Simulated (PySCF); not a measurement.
This PySCF input asks for the NMR shieldings of MgMe(CN) (SMILES [CH3][Mg][C]#N); the geometry comes from PBE0-D3(BJ)/def2-SVP.

```python
import basis_set_exchange as bse
import numpy as np
from pyscf import gto, dft
from pyscf.prop import nmr

atoms = """
Mg   -0.009616   -0.014426   -0.605290
C     0.035328    0.049780    1.468898
H     0.810206    0.743716    1.836165
H     0.251814   -0.939729    1.905378
H    -0.927785    0.386999    1.887670
C    -0.059152   -0.083424   -2.665622
N    -0.100805   -0.142916   -3.827209
"""
names = dict.fromkeys(["Mg", "C", "H", "N"], "pcSseg-1")
basis = {el: gto.basis.parse(bse.get_basis(n, elements=[el], fmt="nwchem")) for el, n in names.items()}
mol = gto.M(atom=atoms, basis=basis, charge=0, verbose=0)
mf = dft.RKS(mol, xc="PBE0")
mf.grids.level = 2
mf.grids.alignment = dft.numint.BLKSIZE   # the property module wants whole blocks of grid points
mf.conv_tol = 1e-9
mf.kernel()

calc = nmr.RKS(mf)   # GIAO
C = mf.mo_coeff
Co = C[:, mf.mo_occ > 0]
resp = mf.gen_response(singlet=True, hermi=2)
def vind(x):   # induced exchange potential for any number of trial vectors
    d = np.einsum("pi,xij,qj->xpq", C, 2 * x.reshape(-1, C.shape[1], Co.shape[1]), Co, optimize=True)
    return np.einsum("xpq,pi,qj->xij", resp(d - d.transpose(0, 2, 1)), C, Co, optimize=True).ravel()
mo1, _ = nmr.rhf.solve_mo1(calc, with_cphf=vind)
sigma = calc.kernel(mo1)
for i, s in enumerate(sigma):   # ppm
    print("%2d %-2s %9.2f" % (i, mol.atom_pure_symbol(i), np.trace(s) / 3))
```

Problem. Give the expected output.

Solution. 
```
 0 Mg    466.24
 1 C     208.49
 2 H      32.02
 3 H      32.01
 4 H      32.01
 5 C      53.87
 6 N    -110.65
```

These numbers come from an equivalent density-fitted implementation of the same equations, which agrees with the script to about 0.01 ppm for H and up to a few tenths of a ppm for heavy atoms, so last digits may differ.

Problem. Turn these shieldings into chemical shifts. Scale: ¹³C (σ = 184.41 ppm) and ¹H (σ = 31.27 ppm) vs TMS; NH3 for ¹⁵N (σ = 265.67 ppm) (reference shieldings calculated alike).

Solution. Averaging equivalent atoms: C 5: 130.5; C 1: -24.1; H 2/3/4: -0.75; N 6: 376.3 ppm. No reference was computed at this level for Mg. Experimental scales use liquid or dissolved standards, which lie at an offset from isolated NH3 (liquid NH3: subtract about 20 ppm). Unscaled 15N shifts of sp2 nitrogen come out 20 to 40 ppm too high even then.

Size and cost of the density-fitted run: 82 basis functions, 4 s wall time on 1 thread of an x86-64 server CPU, shared host.
